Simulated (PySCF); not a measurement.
From one molecule to another.

First species: C₅H₁₂OSi.
SMILES: `CCCO[C@@H]1C[SiH2]1`

Second species: C4H5ClO2Si.
SMILES: `C#C[Si@@H](O/C=C\Cl)O`

Levels: wB97X-D/def2-SVPD for dipole moment, HOMO energy, LUMO energy, HOMO–LUMO gap, static isotropic polarisability and electronic spatial extent ⟨r²⟩ about the centre of nuclear charge; TDDFT wB97X-D/def2-SVPD for lowest singlet excitation; TDA wB97X-D/def2-SVPD for lowest triplet excitation (Tamm–Dancoff); GFN2-xTB for rotational constant A and rotational constant C. Geometries: GFN2-xTB. Each species is one conformer at its optimised geometry, gas phase, non-relativistic unless stated; the electronic structure was computed with PySCF and density fitting.

The conformers computed, where there is a choice (atom-mapped SMILES and torsion angles):
- `[CH3:1][CH2:2][CH2:3][O:4][C@@H:5]1[CH2:6][SiH2:7]1`: C1–C2–C3–O4 176°, C2–C3–O4–C5 178°, C3–O4–C5–C6 -77°
- `[CH:1]#[C:2][Si@H:3]([OH:4])[O:5]/[CH:6]=[CH:7]\[Cl:8]`: C2–Si3–O5–C6 -62°, Si3–O5–C6–C7 -7°, H–O4–Si3–C2 -70°

```tsv
property	column X	column Y
dipole moment	0.93 D	2.20 D
HOMO energy	-8.61 eV	-8.79 eV
LUMO energy	1.86 eV	1.45 eV
HOMO–LUMO gap	10.47 eV	10.24 eV
lowest singlet excitation	6.34 eV	6.08 eV
lowest triplet excitation (Tamm–Dancoff)	5.01 eV	4.31 eV
static isotropic polarisability	93.7 au	87.2 au
electronic spatial extent ⟨r²⟩ about the centre of nuclear charge	1524 bohr²	1359 bohr²
rotational constant A	7.667 GHz	1.942 GHz
rotational constant C	0.778 GHz	0.861 GHz
```

(1) Which column belongs to which species?

(2) How does each property change from the first species to the second?

Results:

(1) Column X is the first species and column Y the second. The first has 19 atoms and 64 electrons, the second 13 and 76.

(2) dipole moment +1.27 D; HOMO energy -0.18 eV; LUMO energy -0.41 eV; HOMO–LUMO gap -0.23 eV; lowest singlet excitation -0.26 eV; lowest triplet excitation (Tamm–Dancoff) -0.70 eV; static isotropic polarisability -6.5 au; electronic spatial extent ⟨r²⟩ about the centre of nuclear charge -165 bohr²; rotational constant A -5.725 GHz; rotational constant C +0.083 GHz.

On the first: No computed singlet falls in the visible range (750 to 380 nm, 1.65 to 3.26 eV); S1 lies 3.08 eV above its blue end. The vertical singlet–triplet gap S1 − T1 is 1.33 eV (TDDFT singlet less Tamm–Dancoff triplet; S1: HOMO→LUMO, weight 0.91; T1: HOMO→LUMO, weight 0.89).

On the second: The polarisability is 12.92 Å³ as a volume (1 au = 0.148185 Å³), or 1.15 au for each of the 76 electrons. S1 lies 4.16 eV below the HOMO–LUMO gap; its leading configuration is HOMO−1→LUMO+1, weight 0.21, beside HOMO−1→LUMO, weight 0.20.
